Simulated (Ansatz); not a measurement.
Task: Name a neutral molecule of Al, C, O, Si and H with LUMO energy (PBE0/def2-TZVPP) between -0.95 and -0.65 eV and size of the dipole moment (B3LYP/def2-TZVPP) between 0.85 and 1.15 D (Ansatz, PBE0-D4/def2-TZVP geometry).

Result: `[CH3][AlH][O][SiH2][SiH3]` (-0.77 eV, 1.00 D); `C[SiH2][Al]([CH3])[OH]` (-0.94 eV, 0.86 D); `[OH][AlH][CH2]O[SiH3]` (-0.76 eV, 0.90 D). Other molecules can fit too; these were computed, each in one conformer that needn't be the lowest.

B3LYP here is the variant with VWN-RPA as its local correlation; programs differ in this.
